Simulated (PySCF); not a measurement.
## Highest orbital energy against ionisation energy along the 4p block

Calculated with PySCF 2.14, no spin-orbit coupling. Each cell gives −ε(HOMO) / ΔSCF in eV; NIST values include spin-orbit coupling, (s) semi-empirical, (t) theoretical.

```json
{"species": "Ga(2+) (aug-cc-pVQZ-PP with one added diffuse shell each of s, p, d, f, g type with ECP10MDF, ECP)", "UHF": "29.741 / 29.633", "LDA": "26.959 / 31.855", "PBE": "26.563 / 31.470", "PBE0": "27.505 / 31.102", "r2SCAN": "27.022 / 31.298", "NIST (lowest levels)": "30.726"}
{"species": "Ge(2+) (aug-cc-pVQZ-PP with one added diffuse shell each of s, p, d, f, g type with ECP10MDF, ECP)", "UHF": "32.444 / 32.191", "LDA": "29.571 / 34.758", "PBE": "29.136 / 34.294", "PBE0": "30.190 / 33.952", "r2SCAN": "29.516 / 34.026", "NIST (lowest levels)": "34.058"}
{"species": "As(2+) (aug-cc-pVQZ-PP with one added diffuse shell each of s, p, d, f, g type with ECP10MDF, ECP)", "UHF": "27.819 / 27.487", "LDA": "23.132 / 28.134", "PBE": "23.121 / 27.976", "PBE0": "24.464 / 28.035", "r2SCAN": "23.629 / 28.266", "NIST (lowest levels)": "28.349 ± 0.012"}
{"species": "Se(2+) (aug-cc-pVQZ-PP with one added diffuse shell each of s, p, d, f, g type with ECP10MDF, ECP)", "UHF": "31.448 / 30.996", "LDA": "26.229 / 31.641", "PBE": "26.204 / 31.466", "PBE0": "27.704 / 31.553", "r2SCAN": "26.765 / 31.780", "NIST (lowest levels)": "31.697 ± 0.019"}
{"species": "Br(2+) (aug-cc-pVQZ-PP with one added diffuse shell each of s, p, d, f, g type with ECP10MDF, ECP)", "UHF": "35.194 / 34.633", "LDA": "29.369 / 35.182", "PBE": "29.346 / 35.012", "PBE0": "31.017 / 35.147", "r2SCAN": "29.992 / 35.389", "NIST (lowest levels)": "34.871 ± 0.019"}
{"species": "Kr(2+) (aug-cc-pVQZ-PP with one added diffuse shell each of s, p, d, f, g type with ECP10MDF, ECP)", "UHF": "35.154 / 34.334", "LDA": "29.909 / 35.729", "PBE": "29.801 / 35.432", "PBE0": "31.418 / 35.474", "r2SCAN": "30.285 / 35.577", "NIST (lowest levels)": "35.838 ± 0.02"}
```

Q: How far is −ε(HOMO) from ΔSCF on average for each method, and why?

A: UHF 0.42 eV; LDA -5.36 eV; PBE -5.25 eV; PBE0 -3.83 eV; r2SCAN -4.85 eV. Hartree-Fock orbital energies lack relaxation and so exceed the ΔSCF value; semilocal functionals have convex E(N) from self-interaction, so their HOMO lies far too high; exact exchange moves hybrids part of the way back.
